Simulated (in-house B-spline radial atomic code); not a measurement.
# Ionising F V (F4+) with different functionals

Computed with an all-electron radial atomic-structure program (B-spline basis): four-component Dirac-Coulomb Hamiltonian, Fermi nucleus of rms radius 2.8976 fm, spin-restricted, spherical fractional occupations for the functionals. The ionisation energy is the difference of two self-consistent energies, [He] 2s2 2p1 → [He] 2s2, without Breit or QED terms; ε is the level of the shell that loses the electron (mean over j). The electron is taken from both j subshells in proportion to 2j + 1, so the result is a j average, not the step between ground levels.

```json
{"method": "LDA PW92", "rung": "LDA", "ΔSCF (eV)": "?", "-ε(2p) (eV)": "?"}
{"method": "relativistic LDA", "rung": "LDA", "ΔSCF (eV)": "?", "-ε(2p) (eV)": "?"}
{"method": "AM05", "rung": "GGA", "ΔSCF (eV)": "113.17", "-ε(2p) (eV)": "98.96"}
{"method": "PBEsol", "rung": "GGA", "ΔSCF (eV)": "113.26", "-ε(2p) (eV)": "99.03"}
```

(1) What does LDA PW92 give?

(2) What does relativistic LDA give?

(3) How do they compare with the NIST value?

## Answers

(1) ΔSCF 113.61 eV, and -ε(2p) = 99.34 eV.

(2) ΔSCF 113.62 eV, and -ε(2p) = 99.35 eV.

(3) NIST lists 114.25 eV ± 0.006 (semi-empirical, ground level to ground level). Errors run from -1.08 to -0.63 eV. The correlated functionals all miss on the same side by more than they spread, so the cause is common to them (Breit-QED terms, spin polarisation, the choice among j levels, multiplet and fine-structure energies, or a listed next ion that isn't the cheapest removal here) and closeness doesn't rank the functionals.
